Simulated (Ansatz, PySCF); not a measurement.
C3H4FNSi, SMILES N#C/C=C\[SiH2]F.

The structure is a stationary point at ωB97X-D3(BJ)/def2-SVP. The structure was generated by enumeration; whether it is a known compound was not checked. The values are those of a single conformer.

Vertical ionisation energy (IE) and electron affinity (EA) in eV. Rows of orbital energies are one-electron estimates. Where ΔSCF, EOM or ADC give a negative EA the extra electron is unbound and the value depends on the basis.

```tsv
level	IE	EA
−ε(HOMO), −ε(LUMO), HF/def2-TZVP (PySCF)	11.04	-1.42
−ε(HOMO), −ε(LUMO), PBE/def2-TZVP (PySCF)	(withheld)	(withheld)
ΔSCF, PBE0/def2-SVPD (Ansatz), final states of multiplicity 2 and 2	10.71	0.41
ΔSCF, PBE/def2-SVPD (Ansatz), final states of multiplicity 2 and 2	10.45	0.38
```

Q: Fill in the missing entries. (The exact figures need the calculation; the answer reports its results.)

A: 
- −ε(HOMO), −ε(LUMO), PBE/def2-TZVP (PySCF), IE: 7.50
- −ε(HOMO), −ε(LUMO), PBE/def2-TZVP (PySCF), EA: 3.19

Q: What vertical singlet–triplet gap does ΔSCF give with PBE0/def2-SVPD (Ansatz, a quantum-chemistry and plane-wave program) and with PBE/def2-SVPD (Ansatz)? (Estimate from the structure and the level; the computed values follow.)

A: 3.50 and 3.58 eV (triplet above singlet where positive).
